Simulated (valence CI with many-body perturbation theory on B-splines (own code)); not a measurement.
## E1 line list for Gd¹⁵⁺

Level of theory: valence CI with perturbative core correlation (CI+MBPT): three valence electrons over a frozen Dirac-Fock core [Kr] 4d10, a basis of 7 s, 7 p, 7 d, 7 f, 4 g, 2 h functions for each j, with the one-electron correlation potential Σ1 (screened to all orders), the two-electron term Σ2, the three-electron term Σ3, Breit, model QED; selected single and double excitations, second order for the rest, scaled by the run's own slope (own B-spline code, finite nucleus).

No measured spectrum was set against this ion. As an estimate, terms of the open shell hold to a few per cent of their energy, and close levels can change places; configurations with another count of f electrons can be misplaced by thousands of cm⁻¹.

Lines 1 to 50 of 510 in falling wavelength, among levels below 742350 cm⁻¹, chosen from the strongest by gf and those to the six lowest levels. Wavelengths and rates use the calculated energies, so an error of 2000 cm⁻¹ moves a line at 515.1 Å by 1 % and its rate by three times that or more. Electric multipoles are in the length gauge, E1 and E2 with the static RPA response of the core. Weak lines are less certain than strong ones. Lines between different terms over intervals too small for the method are left out, as are lines whose strength nearly cancels. Where a level lies close to another of its J and parity, the split of strength between their lines is uncertain.

Names give the largest LS component (configuration and term), which can be under half, so a name can repeat, a term be missing and a line seem to break the LS rules; names also repeat where a configuration has a term twice. Letters in brackets count levels of one name in rising energy.

| λ vac (Å) | Upper | Lower | A (s⁻¹) | S (a.u.) with core polarisation | S without |
| --- | --- | --- | --- | --- | --- |
| 515.1 | 4f5p² ⁴G°_9/2 | 4f5s5p ²F_7/2 [c] | 1.26e+09 | 8.53e-01 | 1.13e+00 |
| 510.8 | 4f5p² ²H°_11/2 | 4f5s5p ²G_9/2 [b] | 1.58e+09 | 1.25e+00 | 1.66e+00 |
| 497.7 | 4f5p² ²F°_7/2 [c] | 4f5s5p ²G_7/2 [b] | 1.18e+09 | 5.76e-01 | 7.66e-01 |
| 495.8 | 4f5p² ²G°_9/2 | 4f5s5p ²G_7/2 [b] | 1.68e+09 | 1.01e+00 | 1.34e+00 |
| 494.4 | 4f5p² ²F°_5/2 [a] | 4f5s5p ²F_5/2 [b] | 1.73e+09 | 6.20e-01 | 8.24e-01 |
| 475.9 | 4f²5p ²D°_5/2 [a] | 4f²5s ²P_3/2 | 2.47e+09 | 7.89e-01 | 1.03e+00 |
| 474.4 | 4f5s5p ²G_7/2 [a] | 4f5s² ²F°_7/2 | 1.36e+09 | 5.72e-01 | 7.54e-01 |
| 472.3 | 4f²5p ⁴G°_11/2 [a] | 4f²5s ²H_11/2 | 2.02e+09 | 1.26e+00 | 1.64e+00 |
| 468.1 | 4f²5p ⁴I°_11/2 | 4f²5s ²H_9/2 | 1.52e+09 | 9.22e-01 | 1.20e+00 |
| 468.1 | 4f²5p ⁴H°_13/2 | 4f²5s ²H_11/2 | 2.33e+09 | 1.65e+00 | 2.15e+00 |
| 467.0 | 4f²5p ⁴H°_9/2 [a] | 4f²5s ²H_9/2 | 1.60e+09 | 8.02e-01 | 1.04e+00 |
| 465.4 | 4f²5p ⁴I°_9/2 | 4f²5s ⁴H_9/2 | 1.95e+09 | 9.69e-01 | 1.26e+00 |
| 464.0 | 4f²5p ²G°_9/2 [a] | 4f²5s ²G_7/2 | 1.82e+09 | 8.99e-01 | 1.17e+00 |
| 461.6 | 4f²5p ²F°_5/2 [a] | 4f²5s ²D_3/2 | 3.33e+09 | 9.70e-01 | 1.26e+00 |
| 461.0 | 4f²5p ⁴G°_7/2 [a] | 4f²5s ⁴F_9/2 | 1.43e+09 | 5.53e-01 | 7.20e-01 |
| 460.9 | 4f²5p ²H°_9/2 [a] | 4f²5s ²F_7/2 | 2.77e+09 | 1.34e+00 | 1.74e+00 |
| 460.8 | 4f²5p ²I°_11/2 [a] | 4f²5s ²I_11/2 | 3.34e+09 | 1.94e+00 | 2.52e+00 |
| 460.6 | 4f²5p ²I°_11/2 [a] | 4f²5s ²I_13/2 | 3.08e+09 | 1.78e+00 | 2.32e+00 |
| 460.5 | 4f²5p ⁴G°_5/2 [a] | 4f²5s ⁴F_5/2 | 2.06e+09 | 5.97e-01 | 7.76e-01 |
| 460.5 | 4f²5p ²P°_3/2 [a] | 4f²5s ²D_5/2 | 5.11e+09 | 9.85e-01 | 1.28e+00 |
| 459.9 | 4f²5p ²F°_5/2 [a] | 4f²5s ²D_5/2 | 2.41e+09 | 6.93e-01 | 9.02e-01 |
| 459.8 | 4f²5p ²K°_13/2 | 4f²5s ²I_11/2 | 2.69e+09 | 1.80e+00 | 2.34e+00 |
| 459.5 | 4f²5p ²K°_13/2 | 4f²5s ²I_13/2 | 3.75e+09 | 2.51e+00 | 3.27e+00 |
| 459.1 | 4f²5p ⁴I°_9/2 | 4f²5s ⁴H_7/2 | 3.47e+09 | 1.66e+00 | 2.15e+00 |
| 456.8 | 4f²5p ⁴G°_7/2 [a] | 4f²5s ⁴F_7/2 | 2.19e+09 | 8.25e-01 | 1.07e+00 |
| 456.2 | 4f²5p ⁴G°_5/2 [a] | 4f²5s ⁴F_3/2 | 3.74e+09 | 1.05e+00 | 1.37e+00 |
| 456.1 | 4f²5p ²F°_7/2 [a] | 4f²5s ²G_9/2 | 4.62e+09 | 1.73e+00 | 2.25e+00 |
| 455.9 | 4f²5p ²D°_5/2 [a] | 4f²5s ⁴P_5/2 | 2.43e+09 | 6.82e-01 | 8.87e-01 |
| 455.3 | 4f²5p ⁴D°_3/2 [a] | 4f²5s ⁴P_3/2 | 3.26e+09 | 6.07e-01 | 7.90e-01 |
| 454.5 | 4f²5p ²D°_3/2 [a] | 4f²5s ⁴F_5/2 | 3.50e+09 | 6.48e-01 | 8.43e-01 |
| 454.5 | 4f²5p ⁴S°_3/2 | 4f²5s ⁴P_5/2 | 5.55e+09 | 1.03e+00 | 1.34e+00 |
| 454.4 | 4f²5p ⁴I°_11/2 | 4f²5s ⁴H_11/2 | 2.96e+09 | 1.65e+00 | 2.14e+00 |
| 454.3 | 4f²5p ²G°_9/2 [a] | 4f²5s ⁴F_9/2 | 2.42e+09 | 1.12e+00 | 1.46e+00 |
| 453.3 | 4f²5p ⁴H°_9/2 [a] | 4f²5s ⁴H_11/2 | 3.38e+09 | 1.56e+00 | 2.02e+00 |
| 452.5 | 4f²5p ⁴F°_5/2 [a] | 4f²5s ⁴F_7/2 | 3.72e+09 | 1.02e+00 | 1.33e+00 |
| 452.5 | 4f²5p ⁴H°_7/2 [a] | 4f²5s ⁴H_9/2 | 3.13e+09 | 1.14e+00 | 1.49e+00 |
| 450.4 | 4f²5p ⁴G°_11/2 [a] | 4f²5s ⁴H_13/2 | 4.19e+09 | 2.27e+00 | 2.95e+00 |
| 449.6 | 4f²5p ²H°_9/2 [a] | 4f²5s ²G_9/2 | 2.53e+09 | 1.14e+00 | 1.48e+00 |
| 447.7 | 4f²5p ⁴D°_7/2 [a] | 4f²5s ⁴F_9/2 | 2.57e+09 | 9.11e-01 | 1.19e+00 |
| 446.5 | 4f²5p ⁴H°_7/2 [a] | 4f²5s ⁴H_7/2 | 2.66e+09 | 9.34e-01 | 1.22e+00 |
| 446.5 | 4f²5p ⁴H°_13/2 | 4f²5s ⁴H_13/2 | 3.66e+09 | 2.25e+00 | 2.93e+00 |
| 444.3 | 4f²5p ⁴I°_11/2 | 4f²5s ⁴H_9/2 | 1.39e+09 | 7.24e-01 | 9.40e-01 |
| 434.2 | 4f5p² ⁴D°_5/2 | 4f5s5p ⁴D_5/2 | 2.08e+09 | 5.05e-01 | 6.65e-01 |
| 430.2 | 4f5p² ⁴G°_5/2 [b] | 4f5s5p ⁴F_5/2 [b] | 2.51e+09 | 5.93e-01 | 7.80e-01 |
| 428.3 | 4f5p² ²F°_7/2 [b] | 4f5s5p ⁴D_5/2 | 1.61e+09 | 5.01e-01 | 6.57e-01 |
| 428.3 | 4f5p² ²F°_7/2 [a] | 4f5s5p ²G_7/2 [a] | 5.73e+09 | 1.78e+00 | 2.34e+00 |
| 425.2 | 4f5p² ²G°_7/2 | 4f5s5p ⁴F_7/2 | 3.46e+09 | 1.05e+00 | 1.38e+00 |
| 425.1 | 4f5p² ⁴G°_5/2 [b] | 4f5s5p ⁴F_7/2 | 3.27e+09 | 7.43e-01 | 9.78e-01 |
| 423.0 | 4f5p² ⁴G°_5/2 [a] | 4f5s5p ⁴F_5/2 [a] | 4.28e+09 | 9.58e-01 | 1.26e+00 |
| 422.8 | 4f5p² ⁴D°_5/2 | 4f5s5p ²F_7/2 [b] | 3.60e+09 | 8.06e-01 | 1.06e+00 |
